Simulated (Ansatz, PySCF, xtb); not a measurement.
Reaction R1 + R2 → P1 + P2, each structure at its B3LYP-D3(BJ)/def2-TZVP stationary point, reached from a drawn start (curvature not checked).
R1, Cl2H2Si (SMILES Cl[SiH2]Cl) (charge 0, multiplicity 1):
```xyz
5

Si    -0.005    -0.145     0.006
Cl     1.715     0.976    -0.002
Cl    -1.647     1.083    -0.080
H     -0.058    -0.907     1.261
H     -0.004    -1.007    -1.185
```
R2: NH3 (SMILES N), charge 0, multiplicity 1.
P1: ClH4NSi (SMILES N[SiH2]Cl), charge 0, multiplicity 1.
P2: HCl (SMILES Cl), charge 0, multiplicity 1.

P less R. No zero-point or thermal terms.

Frozen-core correlation throughout.

The values were computed with Ansatz (an electronic-structure program); PySCF for M06-2X; xtb for the GFN methods. Each number belongs to the level named beside it.

Q: One of these levels gives 8.70 kcal/mol for the reaction energy. Which?
A. PBE/def2-TZVPP
B. GFN1-xTB
C. MP2/cc-pV(D+d)Z
D. M06-2X/def2-TZVPP

A: A, PBE/def2-TZVPP. The others give 31.55 (GFN1-xTB), 7.34 (M06-2X/def2-TZVPP), 6.18 (MP2/cc-pV(D+d)Z)
